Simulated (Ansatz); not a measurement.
Basis-set extrapolation for `O[Si@H](F)C[Si@@H](O)Cl` (PBE0-D4/def2-TZVP geometry, frozen core, the Gaussian-basis code of Ansatz). Multiplicity 1, RHF reference.

|  | def2-TZVPP | def2-QZVPP |
| --- | --- | --- |
| HF | -1328.323375 | -1328.368778 |
| MP2 correlation | -1.329236 | -1.443806 |
| CCSD(T) correlation | -1.426471 | not run |

Energies in hartree. Use E(X) = E(∞) + A·exp(−7.88·√X) for Hartree–Fock and E(X) = E(∞) + B·X^(−2.97) for correlation, with X = 3 and 4, and add CCSD(T) minus MP2 of the smaller set to the MP2 limit.

What is the CCSD(T) energy at the basis-set limit?

HF limit: -1328.368778 + (-0.045403) × 0.13774 = -1328.37503. MP2 limit: -1.443806 + (-0.114570) × 0.74074 = -1.52867. Higher-order term: -1.426471 − (-1.329236) = -0.09723. Total: -1330.00093 hartree, 659.2 kJ/mol below CCSD(T)/def2-TZVPP.
